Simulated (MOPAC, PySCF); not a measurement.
Potential energy curve for Al2, triplet.

- UKS-B3LYP/6-311+G** = PySCF with unrestricted B3LYP/6-311+G**, spherical d
- PM7, unrestricted, heats of formation (MOPAC)
- CASSCF(6,8)/6-31G (PySCF)
- UHF/LANL2DZ = unrestricted Hartree-Fock/LANL2DZ, with its core potentials past Ne in PySCF 2.14.0
- UCCSD(T) = CCSD(T) on UHF/6-31G, 10 core orbitals frozen (PySCF)

Energies are in kJ/mol, each relative to the lowest point of its own curve near equilibrium.

```json
[
 {"R / Å": "2.44", "UKS-B3LYP/6-311+G**": "13.3", "PM7": "320.4", "CASSCF(6,8)": "14.0", "UHF/LANL2DZ": "37.1", "UCCSD(T)": "38.2"},
 {"R / Å": "2.57", "UKS-B3LYP/6-311+G**": "7.0", "PM7": "295.2", "CASSCF(6,8)": "7.5", "UHF/LANL2DZ": "15.9", "UCCSD(T)": "14.8"},
 {"R / Å": "2.66", "UKS-B3LYP/6-311+G**": "1.6", "PM7": "284.9", "CASSCF(6,8)": "6.6", "UHF/LANL2DZ": "6.6", "UCCSD(T)": "6.0"},
 {"R / Å": "2.73", "UKS-B3LYP/6-311+G**": "0.0", "PM7": "279.4", "CASSCF(6,8)": "2.5", "UHF/LANL2DZ": "2.4", "UCCSD(T)": "2.2"},
 {"R / Å": "2.80", "UKS-B3LYP/6-311+G**": "0.0", "PM7": "26.0", "CASSCF(6,8)": "0.5", "UHF/LANL2DZ": "0.4", "UCCSD(T)": "0.3"},
 {"R / Å": "2.86", "UKS-B3LYP/6-311+G**": "1.1", "PM7": "16.1", "CASSCF(6,8)": "0.0", "UHF/LANL2DZ": "0.0", "UCCSD(T)": "0.0"},
 {"R / Å": "3.01", "UKS-B3LYP/6-311+G**": "7.0", "PM7": "2.0", "CASSCF(6,8)": "2.7", "UHF/LANL2DZ": "3.4", "UCCSD(T)": "2.9"},
 {"R / Å": "3.17", "UKS-B3LYP/6-311+G**": "16.2", "PM7": "0.0", "CASSCF(6,8)": "9.5", "UHF/LANL2DZ": "11.6", "UCCSD(T)": "9.7"},
 {"R / Å": "3.40", "UKS-B3LYP/6-311+G**": "32.1", "PM7": "136.3", "CASSCF(6,8)": "22.3", "UHF/LANL2DZ": "24.6", "UCCSD(T)": "22.7"},
 {"R / Å": "3.69", "UKS-B3LYP/6-311+G**": "52.8", "PM7": "149.6", "CASSCF(6,8)": "39.4", "UHF/LANL2DZ": "35.9", "UCCSD(T)": "40.1"},
 {"R / Å": "4.12", "UKS-B3LYP/6-311+G**": "81.2", "PM7": "185.0", "CASSCF(6,8)": "60.7", "UHF/LANL2DZ": "45.4", "UCCSD(T)": "63.1"},
 {"R / Å": "4.52", "UKS-B3LYP/6-311+G**": "102.3", "PM7": "219.9", "CASSCF(6,8)": "73.4", "UHF/LANL2DZ": "50.3", "UCCSD(T)": "77.4"},
 {"R / Å": "4.92", "UKS-B3LYP/6-311+G**": "113.3", "PM7": "248.3", "CASSCF(6,8)": "76.3", "UHF/LANL2DZ": "53.4", "UCCSD(T)": "85.2"},
 {"R / Å": "5.44", "UKS-B3LYP/6-311+G**": "119.9", "PM7": "274.2", "CASSCF(6,8)": "78.1", "UHF/LANL2DZ": "55.8", "UCCSD(T)": "90.0"},
 {"R / Å": "6.01", "UKS-B3LYP/6-311+G**": "123.0", "PM7": "293.1", "CASSCF(6,8)": "79.0", "UHF/LANL2DZ": "57.2", "UCCSD(T)": "92.4"},
 {"R / Å": "6.62", "UKS-B3LYP/6-311+G**": "124.4", "PM7": "306.9", "CASSCF(6,8)": "79.6", "UHF/LANL2DZ": "57.9", "UCCSD(T)": "93.7"},
 {"R / Å": "7.30", "UKS-B3LYP/6-311+G**": "125.0", "PM7": "318.2", "CASSCF(6,8)": "79.9", "UHF/LANL2DZ": "58.4", "UCCSD(T)": "94.3"},
 {"R / Å": "8.28", "UKS-B3LYP/6-311+G**": "125.3", "PM7": "330.2", "CASSCF(6,8)": "80.2", "UHF/LANL2DZ": "58.7", "UCCSD(T)": "94.7"}
]
```

At the longest distance, 8.28 Å, PM7 lies highest above its minimum (330.2 kJ/mol) and UHF/LANL2DZ lowest (58.7 kJ/mol).

The scan ran from 2.05 to 8.28 Å; beyond the distances shown one of the unrestricted levels run for this scan, shown here or not, changes its spin distribution in one step. The natural occupations jump between 2.57 and 2.66 Å in the active space behind CASSCF(6,8). The unrestricted determinant behind UHF/LANL2DZ is spin-contaminated at 2.44 Å (<S²> up to 2.3, against 2.00 for a pure triplet). The unrestricted determinant behind UCCSD(T) is spin-contaminated at 2.44 Å (<S²> up to 2.2, against 2.00 for a pure triplet).
